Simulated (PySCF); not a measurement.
C6H10N2Si.
Geometry (PBE0-D3(BJ)/def2-SVP, Å), atoms numbered from 1 in this order:
```xyz
19
C6H10N2Si angstrom
C      2.4185    0.1960   -0.6513
C      1.0403    0.4475   -1.2558
C     -0.0118   -0.4173   -0.6218
N     -0.0548   -1.6696   -1.0818
N     -0.9001   -2.5438   -0.5875
C     -1.7285   -2.1817    0.3843
C     -1.7481   -0.8943    0.9218
C     -0.8563    0.0439    0.4124
Si    -0.8123    1.8114    1.0694
H      3.1853    0.8113   -1.1448
H      2.6931   -0.8623   -0.7721
H      2.4344    0.4308    0.4244
H      1.0609    0.2124   -2.3306
H      0.7672    1.5118   -1.1618
H     -2.4049   -2.9631    0.7440
H     -2.4495   -0.6434    1.7225
H      0.5591    2.1711    1.5380
H     -1.2216    2.7794    0.0080
H     -1.7697    1.8931    2.2121
```

Computed at PBE0/pcSseg-1 (PySCF, non-relativistic), with Q(14N) = 0.02044 b: N4, 14N (I = 1): χzz = -5.973 MHz, η = 0.116; N5, 14N (I = 1): χzz = -6.332 MHz, η = 0.205.

(1) Where would the pure quadrupole (NQR) lines of 14N at N4 fall for the rigid, isolated species?

(2) Find the zero-field quadrupole resonance frequencies of 14N at N5.

## Answers

(1) From ν± = (3/4)|χ|(1 ± η/3) and ν0 = |χ|η/2: ν+ 4.652 MHz, ν− 4.307 MHz, ν0 0.346 MHz (pyridine-type nitrogen).

(2) From ν± = (3/4)|χ|(1 ± η/3) and ν0 = |χ|η/2: ν+ 5.073 MHz, ν− 4.425 MHz, ν0 0.648 MHz (pyridine-type nitrogen).

In a crystal, neighbours and librations shift these lines. With a basis this small, the couplings can be 20 % off.

These values come from a run that also computed NMR shieldings. The run took 61 s on Arm Neoverse N1, one thread, shared host with 64 logical CPUs at a one-minute load of 43, and the process peaked at 0.98 GiB of memory.

One conformer stands for the species.
